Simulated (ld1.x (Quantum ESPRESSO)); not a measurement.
Results of a calculation; reference values are marked as such.
## Potentials for Li compared

Generated with ld1.x 7.5 (TM, RRKJ, ultrasoft, PAW), atompaw 4.2 or ONCVPSP 4.0.1. The cutoff is in Ry: for ld1.x and atompaw files where the sum of valence levels is converged to 10 mRy in a Bessel basis, for ONCV files where the hardest occupied wave has 1 mHa per electron of residual kinetic energy. The error is the largest all-electron minus pseudo excitation energy over each file’s own four to seven test configurations (ionisations up to +4, promotions, holes and added fractions of an electron), all of which were solved. The labels leave out finer settings (local radius, basis sizes, second energies), which also bear on the numbers. Spin-polarised tests are not counted. The rows are a selection from randomly drawn settings: files with unsolved tests, undetermined cutoffs or missed reference levels are left out.

A true bound ghost makes a file unfit for plane-wave use even where its test errors are small: the radial tests pick states by their node count and pass the ghost by.

```tsv
potential	cutoff (Ry)	largest error (meV)	bound ghosts
TM, revPBE, scalar-relativistic, rc 2.35/4.20/4.20 (spd), local s, core correction yes, reference 2s0.5 2p0	6	+4.2	none
TM, PBEsol, scalar-relativistic, rc 2.85/4.20 (sp), local smoothed, core correction no, reference 2s0.5 2p0	6	+3.4	none
RRKJ, BP86, scalar-relativistic, rc 1.80/4.20/3.85 (spd), local s, core correction yes, reference 2s0.5 2p0	6	+0.7	none
TM, PBE, non-relativistic, rc 2.35/4.20/4.60 (spd), local p, core correction no, reference 2s1 2p0	6	+4.7	none
```

Fill in the row for Li: TM, LDA (PZ), scalar-relativistic, rc 2.95/4.20/3.35 (spd), local s, core correction no, reference 2s0 2p1.

cutoff 6 Ry, largest error +3.0 meV, bound ghosts: none.

Fill in the row for Li: RRKJ, BLYP, non-relativistic, rc 2.60/3.50/2.75 (spd), local p, core correction yes, reference 2s0.5 2p0.

cutoff 6 Ry, largest error +1.3 meV, bound ghosts: d.
